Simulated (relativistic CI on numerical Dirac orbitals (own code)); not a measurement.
Computed by Dirac-Coulomb-Breit CI, separate exchange-only KLI orbitals for each configuration, model QED, unscaled Slater integrals (own radial code, finite nucleus).

The strongest absorption lines from the ground level of an ion, among the configurations computed and to levels below about 7110 eV (vacuum wavelength in Å, gf): 2.3702 (0.093), 2.4125 (0.07), 3.2657 (0.26), 3.3443 (0.0096), 3.4340 (0.25), 7.8763 (0.00043), 19.544 (0.64), 74.873 (0.052).

Question: Which ion is it?
A. Ir65+
B. Ir63+
C. Ho55+
D. Fr75+

Answer: A. Ir65+ has 12 electrons and the ground level 3s2 1S_0; the strongest line goes to 3s.3p 1P°_1. The pattern of lines fixes the number of electrons, and along that sequence the line energies rise steadily with the charge (about as its square where n changes within one kind of shell, about linearly where n is kept but much faster in heavy ions where fine structure, which grows about as Z⁴, sets the gap, and irregularly where shells cross), which fixes Z. Configurations outside the model, such as inner-shell arrays, can give stronger lines. At this charge energies of transitions that change n are usually good to better than 1 %, and those within a shell (Δn = 0) to a few per cent.

LS names give the leading component of a level, which can be under half, so a name can repeat, a term be missing and a line seem to break the LS rules.
